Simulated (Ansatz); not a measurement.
`FCC(F)(F)CF` → `FCC(F)(F)F` + `[CH2]` (triplet)  (formal loss of a carbene)

Isolated molecules relaxed with PBE0-D4/def2-TZVP in Ansatz; ΔE leaves out vibrations. CCSD(T)/CBS adds triple-zeta CCSD(T) − MP2 to the extrapolated MP2 energy (def2 sets, frozen cores). This one scheme is used for every species. DFT in def2-TZVPP. B3LYP here is the variant with VWN-RPA as its local correlation; programs differ in this. HSE06 is defined as in plane-wave codes. Triplets are unrestricted, without spin–orbit coupling. One conformer a species, not always the lowest.

`FCC(F)(F)CF`:

```xyz
11

F     1.055   -1.677    0.213
C     0.780   -0.728   -0.739
C    -0.465    0.037   -0.346
F    -1.539   -0.794   -0.340
F    -0.677    0.970   -1.309
C    -0.411    0.699    1.014
F     0.672    1.539    1.072
H     1.621   -0.037   -0.813
H     0.603   -1.219   -1.699
H    -1.326    1.277    1.161
H    -0.315   -0.067    1.786
```

`FCC(F)(F)F`:

```xyz
8

F    -1.015    0.089   -1.455
C    -0.128   -0.498   -0.601
C     0.146    0.424    0.568
F    -0.961    0.692    1.260
F     1.019   -0.169    1.393
F     0.671    1.584    0.174
H    -0.546   -1.432   -0.218
H     0.813   -0.690   -1.122
```

`[CH2]` (triplet):

Z-matrix (Å, degrees):
```
C
H 1 1.079
H 1 1.079 2 134.9
```

| level | ΔE (kcal/mol) |
| --- | --- |
| PBE | 93.9 |
| B3LYP | 91.0 |
| HSE06 | 91.7 |
| CCSD/def2-SVP | 87.5 |

(1) What does CCSD(T)/CBS give? (An estimate is asked.)

(2) What do rigid-rotor, harmonic-oscillator terms from PBE0-D4/def2-TZVP frequencies (298.15 K, 1 bar) make of the CCSD(T)/CBS value? (Best estimate.)

Largest T1 diagnostic among the species: 0.011.

Results:

(1) Ansatz gave: +94.8 kcal/mol. The listed levels differ from it by -0.9, -3.8, -3.1, -7.3 kcal/mol.

(2) The calculation gave: ΔZPE = -7.0 kcal/mol, ΔH = +89.2 kcal/mol, ΔS = 170 J/(mol·K), ΔG = +77.1 kcal/mol. Open shells count their whole term as degenerate.

From r2SCAN to r2SCAN0 (25 % exact exchange), in def2-TZVPP and without D4, ΔE moves by −1.4 kcal/mol. Leaving LDA and LC-ωPBE aside and taking each functional with its dispersion term where it has one, the values, not all of them listed here, spread over 10.6 kcal/mol, from r2SCAN0-D4 to ωB97X-V. LDA lies +16.6 kcal/mol from PBE without D4.

CCSD(T)/CBS has its own doubt, a few kJ/mol and more with outer-core shells, so smaller differences from it don't rank the levels.
